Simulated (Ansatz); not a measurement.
# From Al to In: the HOMO–LUMO gap

One atom is swapped for its congeners: AlH(CH3)2(SH2); GaH(CH3)2(SH2); InH(CH3)2(SH2). All are singlets with charge 0.

Shapes, held fixed at every level: PBE0-D4/def2-TZVP. Flexible molecules stand in one conformer, not always the lowest. Programs: Ansatz 0.2.0. Values in eV.

```tsv
level	AlH(CH3)2(SH2)	GaH(CH3)2(SH2)	InH(CH3)2(SH2)
SPW92/def2-TZVPP	4.52	4.74	4.47
PBE-D4/def2-TZVPP	4.48	4.68	4.39
BHLYP-D4/def2-TZVPP	8.94	9.00	8.25
r2SCAN0-D4/def2-TZVPP	7.10	7.26	6.88
wB97M-V/def2-TZVPP	10.97	11.04	10.05
wB97X-V/def2-TZVPP	11.35	11.45	10.59
```

At wB97X-V/def2-TZVPP the HOMO–LUMO gap isn't monotonic: it is largest for Ga and smallest for In (11.45 and 10.59 eV). Every level shows the same order. For atoms past krypton def2 sets carry core potentials with scalar relativity. Relativity is left out for Ga unless named. Orbital gaps aren't excitation energies, and the LUMO depends on the basis.
